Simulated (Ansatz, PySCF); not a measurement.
Process, species as SMILES: B[O] → [BH]O
Each molecule is optimised on its own at B3LYP-D3(BJ)/def2-TZVP (Ansatz, a quantum-chemistry and plane-wave program), one conformer each, not searched for the lowest. Frequencies are from Ansatz.

Property: isomerisation energy (enthalpy at 298 K, with B3LYP-D3(BJ) rigid-rotor harmonic-oscillator terms), in kcal/mol. Valence correlation only, unless marked. UHF or UKS for open shells. No spin-orbit coupling. Non-relativistic. Basis-set limits of correlation are two-point, X^-3; Hartree-Fock from the larger set.

```csv
level,program,isomerisation energy (kcal/mol)
BLYP-D3(BJ)/def2-TZVPD,Ansatz + dftd3,11.8
TPSSh-D4/def2-TZVPD,PySCF + dftd4,[?]
MN15-D3(BJ)/def2-TZVPD,PySCF + dftd3,4.7
SCS-MP2/def2-TZVPP,Ansatz,-2.7
"CCSD(T)/CBS(aug-cc-pVTZ,aug-cc-pVQZ)",Ansatz,[?]
```

Q: Some entries are withheld; supply them.

A: 
- TPSSh-D4/def2-TZVPD, isomerisation energy (kcal/mol): 10.0
- CCSD(T)/CBS(aug-cc-pVTZ,aug-cc-pVQZ), isomerisation energy (kcal/mol): 3.6
